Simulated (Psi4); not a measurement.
C₂H₄, charge +1, doublet, geometry from GFN2-xTB (a state made from the parent by changing its charge; the spin is typed, not shown lowest). Base run: SVWN/3-21G (Psi4).

Input for Psi4:
```
memory 2 GB

molecule mol {
1 2
C    -0.013632   -0.006417    0.653353
C     0.013632    0.006417   -0.653353
H     0.209687    0.853950    1.296494
H    -0.263229   -0.879152    1.269606
H    -0.209794    0.879219   -1.279475
H     0.263336   -0.854018   -1.286625
}

set {
  basis 3-21g
  reference uks
}

energy('svwn')
print_variables()
```

The base run was repeated with changes; each row names its change, and settings that it needs were set with it.

| change | basis functions | E (Eh) | core-seconds (rough) |
|---|---|---|---|
| base | 26 | -77.29453 | 3 |
| basis = STO-3G | 14 | -76.78926 | 3 |
| basis = 6-31G* | 38 | -77.71952 | 3 |
| basis = 6-31+G* | 46 | -77.71986 | 3 |
| basis = pcseg-1 | 48 | -77.70146 | 3 |
| basis = 6-311G** | 60 | -77.73962 | 4 |
| basis = def2-SVPD | 72 | -77.66351 | 4 |
| basis = aug-pcseg-1 | 82 | -77.70427 | 4 |
| basis = def2-TZVP | 86 | -77.74860 | 5 |
| basis = def2-TZVPD | 110 | -77.74884 | 6 |
| basis = pcseg-2 | 116 | -77.74884 | 6 |
| basis = cc-pVTZ | 116 | -77.74931 | 6 |
| basis = def2-QZVPP | 234 | -77.75613 | 20 |

Totals compare only among sets that treat the same electrons; sets with core potentials leave the core out.

Open shells are given as the SCF converged; they aren't shown to be the lowest states, and a large step between rows can be another state.
